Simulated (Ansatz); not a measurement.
Basis-set extrapolation for `N[Si]([S])(Cl)Cl` radical (PBE0-D4/def2-TZVP geometry, frozen core, the Gaussian-basis code of Ansatz). Multiplicity 2, UHF reference.

|  | def2-TZVPP | def2-QZVPP |
| --- | --- | --- |
| HF | -1661.308305 | -1661.356744 |
| MP2 correlation | -0.843959 | -0.923517 |
| CCSD(T) correlation | -0.942240 | not run |

Energies in hartree. Use E(X) = E(∞) + A·exp(−7.88·√X) for Hartree–Fock and E(X) = E(∞) + B·X^(−2.97) for correlation, with X = 3 and 4, and add CCSD(T) minus MP2 of the smaller set to the MP2 limit.

Q: What is the CCSD(T) energy at the basis-set limit?

A: HF limit: -1661.356744 + (-0.048439) × 0.13774 = -1661.36342. MP2 limit: -0.923517 + (-0.079558) × 0.74074 = -0.98245. Higher-order term: -0.942240 − (-0.843959) = -0.09828. Total: -1662.44415 hartree, 508.3 kJ/mol below CCSD(T)/def2-TZVPP.
